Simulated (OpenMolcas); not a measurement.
# Rh III: CASPT2 settings compared

| Quantity | Value |
| --- | --- |
| Program | OpenMolcas |
| Basis | ANO-RCC-VDZP [6s5p3d1f] |
| Scalar Hamiltonian | DKH2, point nucleus |
| Active space | 7 electrons in 5 orbitals (4d) |
| State averaging | 2S+1 = 4 even, 10 roots; 2S+1 = 2 even, 35 roots kept (CI in the orbitals of an earlier block) |
| Spin-orbit coupling | RASSI with atomic mean-field integrals over the reference wave functions, term energies averaged over their components |

Methods on the same reference wave functions:
A. CASSCF
B. SS-CASPT2, IPEA 0.15 Eh, sigma2 regulariser 0.25 Eh (closed shells correlated: 4s 4p)
C. SS-CASPT2, IPEA 0.6 Eh, sigma2 regulariser 0.25 Eh (closed shells correlated: 4s 4p)
D. SS-CASPT2, IPEA 0.4 Eh, imaginary shift 0.5 Eh (closed shells correlated: 4s 4p)

Energies in cm⁻¹ above 4d⁷ ⁴F_9/2, the measured ground level; measured values from the list in Shadmi, J. Res. Natl. Bur. Stand. 70A, 435 (1966).

| Level | A | B | C | D | Measured |
| --- | --- | --- | --- | --- | --- |
| 4d⁷ ⁴F_9/2 | 0.0 | 0.0 | 0.0 | 0.0 | 0.0 |
| 4d⁷ ⁴F_7/2 | 2189 | 2210 | 2200 | 2200 | 2148 |
| 4d⁷ ⁴F_5/2 | 3624 | 3620 | 3610 | 3610 | 3486 |
| 4d⁷ ⁴F_3/2 | 4534 | 4490 | 4500 | 4490 | 4322 |
| 4d⁷ ⁴P_3/2 | 14790 | 12630 | 13230 | 13020 | 10997 |
| 4d⁷ ⁴P_5/2 | 14864 | 12650 | 13230 | 13030 | 11062 |
| 4d⁷ ²G_9/2 | 15227 | 13670 | 14550 | 14210 |  |
| 4d⁷ ⁴P_1/2 | 16259 | 14080 | 14660 | 14450 |  |
| 4d⁷ ²G_7/2 | 17412 | 15820 | 16750 | 16390 |  |
| 4d⁷ ²H_11/2 | 20240 | 18540 | 19190 | 18940 |  |
| 4d⁷ ²D_5/2 | 22165 | 19150 | 20170 | 19790 |  |
| 4d⁷ ²P_1/2 | 22286 | 20310 | 20960 | 20720 |  |
| 4d⁷ ²H_9/2 | 22411 | 20720 | 21400 | 21140 |  |
| 4d⁷ ²D_3/2 [63 %] | 25911 | 23230 | 24120 | 23790 |  |
| 4d⁷ ²F_5/2 | 33868 | 29780 | 30880 | 30460 |  |
| 4d⁷ ²F_7/2 | 34727 | 30650 | 31760 | 31340 |  |

Deviations, from unrounded energies. A percentage is the sum of absolute deviations over the sum of measured energies, with the sign that they share, or ± where signs differ.

```json
{"Against measurement": "mean absolute deviation (cm-1)", "Levels": "5", "A": "1600", "B": "720", "C": "950", "D": "870"}
{"Against measurement": "fine structure of the ground term (%)", "Levels": "3", "A": "+3.9", "B": "+3.6", "C": "+3.5", "D": "+3.6"}
{"Against measurement": "other terms of the ground configuration (%)", "Levels": "2", "A": "+34.4", "B": "+14.6", "C": "+19.9", "D": "+18.1"}
```

B lies closest to measurement on these levels and A furthest from it. The largest miss of B in the table is 4d⁷ ⁴P_3/2, by +1600 cm-1. The ranking rests on the paired levels alone, and a cruder setting can come out closer through cancelling errors.

Among B to D the level of the table that moves most is 4d⁷ ²F_5/2, by 1100 cm-1 (lowest in B, highest in C). Moves below CASPT2's spread within the term are not significant.

The mean deviations of B to D differ by less than CASPT2's widest spread within a term (790 cm-1), so their order carries little weight.

From A to B the spin-free energies of the other terms of 4d⁷ shown, above ⁴F, scale by factors of 0.83 to 0.91, as is usual when dynamic correlation screens the repulsion within a d or f shell.

The lowest spin-free term lies below A's lowest term by 0.327 hartree in B, 0.311 hartree in C, 0.317 hartree in D.

Term energies are means over components that CASPT2 splits; among the terms shown or strongly mixed into the levels shown the widest spread is 790 cm-1 (4d⁷ ²H, C). Levels of configurations with an s electron are missing; early in the row they begin among the upper levels of the d shell and mix with terms of their name. Terms from blocks run as CI alone lack orbitals of their own. Without dynamic correlation excited terms often stand tens of per cent too high (terms of higher spin than the ground term too low), and those without a measured partner can miss by more than the paired ones (holds for A). The CASPT2 spread within a term exceeds the gap to the next term for 4d⁷ ²P and 4d⁷ ²H, 4d⁷ ²H and 4d⁷ ²D, so the order of their levels is uncertain (holds for B; C; D). Some terms miss by over 15 % even with CASPT2, which points to a basis or an active space too small for the shells correlated (holds for C; D). Measured partners are found by configuration, term and J. A level has none where our copy of the source lacks it or the pairing is in doubt (some pairs that miss far off the trend of their configuration count as doubtful), and it then counts in no deviation. Only configurations of the active space appear. Levels that lie high or do not pair safely by name in every column are left out.

A share in square brackets marks a mixed level and gives the weight of the term that names it, the lowest over the columns.
